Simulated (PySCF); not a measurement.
Compound: C₅H₉OP.
InChI=1S/C5H9OP/c1-6-4-7-5-2-3-5/h4-5H,2-3H2,1H3

Torsions of this conformer, `[CH3:1][O:2]/[CH:3]=[P:4]/[CH:5]1[CH2:6][CH2:7]1`: C1–O2–C3–P4 0°, C3–P4–C5–C6 38°.

The closed-shell ground state was solved at several levels (PySCF, density fitting, gas phase, non-relativistic). The structure is a single PBE0-D3(BJ)/def2-SVP conformer in the gas phase; no vibrational or solvent corrections.

```json
{"level": "CAM-B3LYP/def2-SVPD", "basis functions": "219", "total energy (Eh)": "-612.0232", "HOMO (eV)": "-7.36", "LUMO (eV)": "0.20", "gap (eV)": "7.56", "dipole (D)": "0.26"}
{"level": "B97-2/pcSseg-1", "basis functions": "171", "total energy (Eh)": "-612.3264", "HOMO (eV)": "-5.92", "LUMO (eV)": "-0.89", "gap (eV)": "5.03", "dipole (D)": "0.35"}
```

(1) What might PBE0/pcSseg-1 (171 basis functions) give for the same quantities?

(2) Over all these levels, which gives the widest orbital gap and which the narrowest?

(3) How far do the dipole and the HOMO energy spread over the levels?

Answers

(1) Total energy -611.9553 Eh, HOMO -6.15 eV, LUMO -0.85 eV, gap 5.30 eV, dipole 0.34 D.

(2) CAM-B3LYP/def2-SVPD (range-separated hybrid) has the widest, 7.56 eV, and B97-2/pcSseg-1 (global hybrid, 21 % exact exchange) the narrowest, 5.03 eV. Functional and basis both differ between the two, so the spread mixes both effects.

(3) The dipole runs from 0.26 to 0.35 D (mean 0.32 D) and the HOMO from -7.36 to -5.92 eV.
